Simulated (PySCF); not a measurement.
# Computed data sheet: 4-mercaptobenzoic acid, `O=C(O)C1=CC=C(S)C=C1`

Compound: 4-mercaptobenzoic acid, C7H6O2S.
Bonds: O1–C2 (double), C2–O3, C2–C4, C4–C5 (aromatic), C5–C6 (aromatic), C6–C7 (aromatic), C7–S8, C7–C9 (aromatic), C9–C10 (aromatic), C4–C10 (aromatic). Hydrogens: H11 on O3; H12 on C5; H13 on C6; H14 on S8; H15 on C9; H16 on C10.

Among its groups: carboxylic acid, benzene ring and thiol.

PBE0-D3(BJ)/def2-SVP geometry optimisation, gas phase (PySCF):

| Item | Value |
| --- | --- |
| Point group | Cs |
| Rotational constants A, B, C | 3.844, 0.560, 0.489 GHz |

From wB97X-D/def2-SVPD ground state and vertical TDDFT (core frozen in the response) (PySCF):

| Item | Value |
| --- | --- |
| Dipole moment | 2.48 D |
| HOMO energy | -8.50 eV |
| LUMO energy | 0.01 eV |
| HOMO–LUMO gap | 8.51 eV |
| Lowest singlet excitation | 4.91 eV (253 nm, f = 0.419) |
| Strongest line among the 6 lowest singlet transitions | S1 at 4.91 eV (253 nm, f = 0.419) |
| Static isotropic polarisability | 113.6 au |
| Electronic spatial extent ⟨r²⟩ about the centre of nuclear charge | 2092 bohr² |

Monoisotopic mass (most abundant isotopes): 154.0089 u.

No computed singlet falls in the visible range (750 to 380 nm, 1.65 to 3.26 eV); S1 lies 1.65 eV above its blue end. S1 lies 3.60 eV below the HOMO–LUMO gap; its leading configuration is HOMO→LUMO, weight 0.85. The 6 singlets span 4.91 to 6.40 eV, and their oscillator strengths add up to 0.63. The rotational constants make it an asymmetric top with κ = (2B − A − C)/(A − C) = -0.96, nearer the prolate limit (−1). The largest Löwdin shares of the HOMO are 0.41 on S8, 0.14 on C7, 0.13 on C4 and 0.07 on C6. The principal polarisabilities are 64.9, 106.9 and 169.1 au; their mean is the isotropic value.

For the geometry optimisation (PBE0-D3(BJ)/def2-SVP), cost: about 6 min of CPU time on one thread; the machine was shared, so the figure is rough.

Shape of the structure used: `[O:1]=[C:2]([OH:3])[c:4]1[cH:5][cH:6][c:7]([SH:8])[cH:9][cH:10]1`: O1–C2–C4–C5 180°, H–O3–C2–O1 0°, H–S8–C7–C6 0°.

One conformer stands for the species.
